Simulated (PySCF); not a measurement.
Compound: C7H7 (doublet state).
Numbering: `[C:1]1=[CH:2][CH:3]=[CH:4][CH:5]=[CH:6][CH2:7]1` (hydrogens: H8 on C2; H9 on C3; H10 on C4; H11 on C5; H12 on C6; H13, H14 on C7)

Computed with PBE0-D3(BJ)/def2-SVP geometry optimisation, gas phase (PySCF).

(1) What internal coordinates does the optimisation give?

Results:

(1) 
```
          bond  length (Å)   order
         C1=C2       1.336  double
         C2–C3       1.449  single
         C3=C4       1.364  double
         C4–C5       1.444  single
         C5=C6       1.352  double
         C6–C7       1.504  single
         C1–C7       1.474  single
         C2–H8       1.096  single
         C3–H9       1.096  single
        C4–H10       1.095  single
        C5–H11       1.096  single
        C6–H12       1.095  single
C7–H13, C7–H14       1.104  single
```

Bonds in one row agree within 0.01 Å and their mean is given. Orders are formal, as drawn. A selection of angles:
```
     angle  degrees
  C2–C1–C7    131.3
  C1–C2–C3    122.0
  C1–C2–H8    120.1
  C3–C2–H8    117.9
  C2–C3–C4    125.3
  C2–C3–H9    116.7
  C4–C3–H9    117.7
  C3–C4–C5    126.0
 C3–C4–H10    117.0
 C5–C4–H10    116.4
  C4–C5–C6    127.0
 C4–C5–H11    115.7
 C6–C5–H11    117.3
  C5–C6–C7    122.9
 C5–C6–H12    119.0
 C7–C6–H12    118.2
 C6–C7–H13    110.8
  C1–C7–C6    106.1
 C1–C7–H13    109.0
 C1–C7–H14    112.2
H13–C7–H14    107.3
```

Dihedral angles: C7–C1–C2–C3 -7° (synperiplanar); C1–C2–C3–C4 -28° (synperiplanar); C2–C3–C4–C5 -3° (synperiplanar); C3–C4–C5–C6 31° (synclinal); C4–C5–C6–C7 10° (synperiplanar); C5–C6–C7–C1 -61° (synclinal); C2–C1–C7–C6 61° (synclinal). The mirror-image conformer, all signs reversed, is as good.

C2 (carbon bonded to 2 C and H) is planar (angles 122.0°, 120.1° and 117.9°, sum 360.0°, 0.00 Å off the plane of its three neighbours). C6 (carbon bonded to 2 C and H) is planar (angles 122.9°, 119.0° and 118.2°, sum 360.0°, 0.00 Å off the plane of its three neighbours). C3 (carbon bonded to 2 C and H) is planar (angles 125.3°, 117.7° and 116.7°, sum 359.7°, 0.04 Å off the plane of its three neighbours). The 7 C–C bonds span 1.336 Å (C1=C2, drawn double) to 1.504 Å (C6–C7, drawn single), a spread of 0.168 Å. C4 (carbon bonded to 2 C and H) is planar (angles 126.0°, 117.0° and 116.4°, sum 359.4°, 0.06 Å off the plane of its three neighbours). C5 (carbon bonded to 2 C and H) is planar (angles 127.0°, 117.3° and 115.7°, sum 360.0°, 0.02 Å off the plane of its three neighbours). The 7-membered ring C1–C2–C3–C4–C5–C6–C7 has internal angles of 106.1° to 131.3° (sum 861°, against 900° for a flat polygon); it is puckered, 0.27 Å rms from its mean plane, widest ring torsion 61°.

No frequency check. ⟨S²⟩ = 0.774 (exact for a doublet: 0.75).
